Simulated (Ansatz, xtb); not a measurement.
## Relative energy of two conformers of CH3F3Si

Structure a: `FC[SiH](F)F`, a singlet. Structure b: `FC[SiH](F)F`, a singlet. Both are isolated molecules in the gas phase, relaxed with B3LYP-D3(BJ)/def2-SVP.

a (Å):

```xyz
8

C    -0.9427    0.0641   -1.9241
F    -0.8838   -1.3251   -1.9176
F    -0.4431    0.3978    0.8726
F     0.2538    2.3298   -0.7303
Si    0.1949    0.7194   -0.5769
H    -1.9857    0.3896   -1.7567
H    -0.6363    0.4383   -2.9184
H     1.5620    0.1659   -0.6266
```

b (Å):

```xyz
8

C    -0.2012    0.6487    0.9037
F    -1.2872   -0.0730    0.4369
F    -0.4819    2.6417   -1.1328
F     1.0786    0.6280   -1.6575
Si    0.6003    1.6320   -0.4862
H     0.5365   -0.0440    1.3520
H    -0.5314    1.3318    1.7095
H     1.7658    2.4134   -0.0188
```

Q: Estimate which is lower in electronic energy at CCSD(T)/def2-SVP + ΔMP2/def2-TZVPP, and by roughly how much.

A: Too close to call at this level: CCSD(T)/def2-SVP + ΔMP2/def2-TZVPP gives E(b) − E(a) = +3.23 kJ/mol.

The same difference at several levels:

```
                             level               geometry  E(b) − E(a) (kJ/mol)  departure from the last row (kJ/mol)  job, with rough time for the two
             B3LYP-D3(BJ)/def2-SVP  B3LYP-D3(BJ)/def2-SVP                   +4.19                                 +0.97                optimisation, 23 s
                       HF/def2-SVP  B3LYP-D3(BJ)/def2-SVP                   +5.45                                 +2.22           part of the CCSD(T) run
                      MP2/def2-SVP  B3LYP-D3(BJ)/def2-SVP                   +4.49                                 +1.26           part of the CCSD(T) run
                  CCSD(T)/def2-SVP  B3LYP-D3(BJ)/def2-SVP                   +4.53                                 +1.30                      single point
CCSD(T)/def2-SVP + ΔMP2/def2-TZVPP  B3LYP-D3(BJ)/def2-SVP                   +3.23                                                      single point, 19 s
```

The largest departure from CCSD(T)/def2-SVP + ΔMP2/def2-TZVPP is that of HF/def2-SVP, 2.22 kJ/mol. Levels run at GFN2-xTB geometries aren't shown. The last row adds to CCSD(T) the change of the MP2 difference between the two basis sets, here −1.30 kJ/mol.

With harmonic frequencies from B3LYP-D3(BJ)/def2-SVP (ideal gas, rigid rotor, one conformer each, 298.15 K, 1 atm): on the last row, ΔE + ΔZPE = +3.22, ΔH = +3.16, ΔG = +3.19 kJ/mol.

The correlated steps freeze 9 core orbitals. Mirror images aren't counted in ΔG. Programs: Ansatz 0.2.0; the last row on 1 thread of Intel(R) Xeon(R) 6975P-C (Granite Rapids) on a shared host.
